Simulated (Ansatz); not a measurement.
Molecule: sum formula H₈SiN₃O (charge +1, singlet). It need not be the lowest isomer of its formula. 
Geometry from a B3LYP-D3(BJ)/def2-TZVP (Ansatz, an electronic-structure program) optimisation:
```
Si
O 1 1.6172
H 2 0.9619 1 123.39
N 1 1.6717 2 115.12 3 77.57
H 4 1.0078 1 124.56 2 -165.17
H 4 1.0081 5 112.40 1 -172.72
N 1 1.6761 2 121.35 3 -64.09
H 7 1.0087 1 124.34 2 -38.89
H 7 1.0089 8 111.43 1 -161.05
N 1 1.9052 2 92.83 3 -171.72
H 10 1.0202 1 111.53 2 -177.05
H 10 1.0214 11 107.70 1 123.76
H 10 1.0215 11 107.79 12 114.84
```
Charge +1, spin multiplicity 1.

Basis-set convergence of Hartree-Fock and CCSD correlation energies (hartree) with Ansatz. Correlated levels leave the core frozen unless marked. Spin-orbit coupling is left out. Non-relativistic.

```json
[
 {"basis": "cc-pV(D+d)Z", "functions": "119", "E(HF)": "-531.77414", "E(corr, CCSD)": "-0.83953"},
 {"basis": "cc-pV(T+d)Z", "functions": "271", "E(HF)": "-531.88703", "E(corr, CCSD)": "-1.03335"},
 {"basis": "cc-pV(Q+d)Z", "functions": "524", "E(HF)": "-531.90968", "E(corr, CCSD)": "-1.09695"}
]
```

Extrapolating the two largest sets (X = 3 and 4) as X^-3: E(corr) = (64·(-1.09695) - 27·(-1.03335))/37 = -1.1434 Eh, an estimate of the basis-set limit. The largest set recovers 95.9 % of it, the smallest 73.4 %.
